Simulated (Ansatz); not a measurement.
`[InH2][B]1CO1` + H₂O → `[OH][InH2]` + `B1CO1` at 298.15 K and 1 bar (formal hydrolysis of the In–B bond).

Computed with Ansatz on PBE0-D4/def2-TZVP structures; ΔE is electronic, products minus reactants. CBS: MP2 limit from def2 TZ/QZ plus the TZ coupled-cluster correction, frozen cores. This one scheme is used for every species. Elements past krypton have def2 core potentials. For In outer-core shells are correlated without core-valence functions, which leaves a few kJ/mol of doubt a bond.

```tsv
species	CCSD(T)/CBS energy (Eh)	H − E (kJ/mol)	S (J/(mol·K))
`[InH2][B]1CO1`	-330.19118	138.4	331.4
H₂O	-76.37941	66.4	188.7
`[OH][InH2]`	-266.78179	78.4	275.9
`B1CO1`	-139.80191	122.0	247.7
```

H − E and S are ideal-gas, rigid-rotor, harmonic terms from PBE0-D4/def2-TZVP. 1 Eh = 2625.50 kJ/mol, R = 8.31446 J/(mol·K).

Problem. By hand: ΔE, ΔH, ΔS and ΔG.

Solution. ΔE = (-266.78179) + (-139.80191) − (-330.19118) − (-76.37941) = -0.01311 Eh = -34.4 kJ/mol. Δ(H − E) = 78.4 + 122.0 − 138.4 − 66.4 = -4.4, so ΔH = -38.8 kJ/mol. ΔS = 275.9 + 247.7 − 331.4 − 188.7 = 3.5 J/(mol·K). ΔG = -38.8 − 298.15 × (3.5)/1000 = -39.8 kJ/mol.

Problem. By hand: the equilibrium constant, and the temperature at which ΔG would vanish if ΔH and ΔS stayed fixed.

Solution. log₁₀ K = −ΔG/(RT ln 10) = 7.0. ΔH and −TΔS have one sign here, so there is no such temperature.

The number of gas molecules stays the same, so ΔS is small and ΔH decides. A doubt of 5 kJ/mol in ΔE shifts log₁₀ K by 0.9 here. These are equilibria of isolated gas molecules and say nothing of rates. Largest T1 diagnostic: 0.017 (customary marks: 0.02 for closed shells, 0.045 for open ones).

ΔS is within the doubt of such terms, so its sign, and with it that verdict, could turn.
